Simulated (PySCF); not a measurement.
**[ReO3F2]− at several levels of theory**

Computed with PySCF 2.14.0 (density fitting, no spin-orbit coupling) at the geometry relaxed with r2SCAN:

```xyz
6
[ReO3F2]− (singlet)
Re   -0.0051    0.0000    0.0000
O    -0.8756    0.0000    1.5019
O    -0.8756    0.0000   -1.5019
O     1.7311    0.0000    0.0000
F    -0.0034    1.9221    0.0000
F    -0.0034   -1.9221    0.0000
```

| level | basis | state | HOMO (eV) | gap (eV) | charge on Re1 (e) | dipole about the centre of mass (D) | largest force component (eV/Å) |
| --- | --- | --- | --- | --- | --- | --- | --- |
| r2SCAN | Re def2-SVP with ECP60, O def2-SVP, F def2-SVP | singlet | -3.04 | 4.38 | 1.19 | 0.00 | 0.01 |
| BP86 | the same | singlet | -2.60 | 4.02 | 0.95 | 0.00 | 0.78 |
| revPBE | the same | singlet | -2.42 | 4.02 | 0.97 | 0.00 | 0.88 |
| TPSSh | the same | singlet | -3.39 | 5.11 | 1.17 | 0.00 | 0.07 |
| r2SCAN | Re def2-TZVP with ECP60, O def2-TZVP, F def2-TZVP | singlet | -3.16 | 4.37 | 1.54 | 0.00 | 0.21 |
| r2SCAN | Re x2c-SVPall, O x2c-SVPall, F x2c-SVPall | singlet | -3.21 | 4.14 | 0.96 | 0.00 | 0.94 |

Charges are Mulliken's, which hang on the basis. The relaxation used the grid (50, 194), these runs (75, 302) or, all-electron (x2c bases, spin-free X2C Hamiltonian), (99, 590).

Problem. What does CAM-B3LYP with Re def2-SVP with ECP60, O def2-SVP, F def2-SVP give here?

Solution. state singlet, HOMO (eV) -5.71, gap (eV) 8.88, charge on Re1 (e) 1.14, dipole about the centre of mass (D) 0.00, largest force component (eV/Å) 1.01. Time: 6.1 s on 2 threads of Arm Neoverse V1, with other jobs on the host, from an already converged density.

In the first row's basis the gap widens with exact exchange: 4.0 to 4.4 eV for BP86, revPBE, r2SCAN (none); 5.1 eV for TPSSh (a fixed share); 8.9 eV for CAM-B3LYP (rising or full at long range).

No frequency check is given that shows the relaxed geometry to be a minimum.
